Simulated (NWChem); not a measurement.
# silicon monosulfide (SiS, singlet); SMILES S=[Si]

Computed with NWChem. Low-valent species are run as closed-shell singlets; no triplet was tried in these runs. Each level has its own optimisation. Entropies are gas-phase, rigid-rotor, harmonic values for NWChem's default masses at 298.15 K and 1 bar, so the errors hold that model's part too (torsions, anharmonicity).

Measured entropy at 1 bar: 53.5 cal/(mol K) (CRC Handbook, as tabulated in the package chemicals).

```csv
level,entropy at 1 bar (cal/(mol K)),computed − measured
"LDA (Slater exchange, VWN5)/def2-SVP",53.5,0.0
Hartree-Fock/STO-3G,?,?
CAM-B3LYP/def2-SVP,?,?
PBE0-D3(BJ)/def2-TZVP,53.4,-0.1
```

Question: What belongs in the gaps?

Answer: 
- Hartree-Fock/STO-3G, entropy at 1 bar (cal/(mol K)): 53.1
- Hartree-Fock/STO-3G, computed − measured: -0.4
- CAM-B3LYP/def2-SVP, entropy at 1 bar (cal/(mol K)): 53.4
- CAM-B3LYP/def2-SVP, computed − measured: -0.1
